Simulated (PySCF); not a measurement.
**Stretching SeO**

Set-up: basis Se pcseg-1, O pcseg-1; no relativity; PySCF 2.14. Energies in eV from Se + O in their ground configurations at the same level. State: ³Σ⁻ (triplet), unpaired electrons π ↑↑.

All columns are r²SCAN0. A positive dipole means Se(−)O(+).

```
R (Å)  E (eV)  μ (D)  Mulliken charge on Se (basis-dependent)  HOMO (eV)  LUMO (eV)  Mayer bond order  ⟨S²⟩
1.435  -2.163  -1.76                                     0.44      -7.09      -2.52              1.92  2.01
1.501  -3.105  -1.96                                     0.44      -7.37      -2.81              1.92  2.01
1.568  -3.606  -2.13                                     0.44      -7.63      -3.09              1.91  2.01
1.618  -3.771  -2.23                                     0.44      -7.82      -3.29              1.91  2.01
1.668  -3.801  -2.31                                     0.43      -7.99      -3.48              1.91  2.01
1.718  -3.728  -2.38                                     0.42      -8.14      -3.67              1.91  2.01
1.785  -3.512  -2.44                                     0.40      -8.33      -3.89              1.92  2.02
1.868  -3.116  -2.48                                     0.37      -8.53      -4.15              1.92  2.02
1.968  -2.533  -2.46                                     0.33      -8.70      -4.43              1.92  2.02
2.102  -1.694  -2.31                                     0.27      -8.48      -4.72              1.89  2.05
```

A fit through these points gives, at Re = 1.656 Å, μ = -2.30 D and dμ/dR = -1.55 D/Å; the reduced mass is 13.33 u.

How strong is the fundamental in the double-harmonic approximation, I = 42.26·(dμ/dR)²/μred km/mol?

I = 42.26·(-1.55)²/13.33 = 7.62 km/mol at r²SCAN0.

Spin–orbit coupling is left out. The state is the lowest determinant that a PBE0 search found; another state may lie lower at other levels.
